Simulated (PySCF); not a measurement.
Ligand exchange on a metal centre used in film growth or etching (W F-NH2). All species are isolated molecules in the gas phase. One relaxed conformer stands for each flexible species; it need not be the lowest. In the def2 sets, heavy atoms carry core potentials. Quantity: redistribution energy (mixed species minus the weighted end members). Level 1: PBE-D3(BJ)/def2-TZVP // BP86-D3(BJ)/def2-SVP (PySCF). Level 2: TPSSh-D3(BJ)/def2-TZVP // BP86-D3(BJ)/def2-SVP (PySCF).

```
case                                     level 1 (kcal/mol)  level 2 (kcal/mol)
---------------------------------------  ------------------  ------------------
3 of 6 F replaced by NH2: [W(F)3(NH2)3]               -14.4               -14.8
2 of 6 F replaced by NH2: [W(F)4(NH2)2]                -9.8               -10.2
4 of 6 F replaced by NH2: [W(F)2(NH2)4]                -8.5                -8.7
1 of 6 F replaced by NH2: [W(F)5(NH2)]                 -4.1            withheld
5 of 6 F replaced by NH2: [W(F)(NH2)5]                 -2.1                -2.1
```

Fit level 2 = a + b·x to the 4 complete rows by least squares, with x = level 1 in kcal/mol. Give a, b and the rms residual, and predict the withheld value.

Means of the 4 rows: x̄ = -8.7, ȳ = -8.95 kcal/mol. Σ(x − x̄)² = 77.3 and Σ(x − x̄)(y − ȳ) = 79.98, so b = 1.035 and a = ȳ − b·x̄ = 0.05 kcal/mol. The rms residual is 0.07 kcal/mol. At x = -4.1 the line gives -4.2 kcal/mol. The run for 1 of 6 F replaced by NH2: [W(F)5(NH2)] gave -4.4 kcal/mol, so the line is off by 0.2 kcal/mol, more than twice the rms residual.

Codes: PySCF.
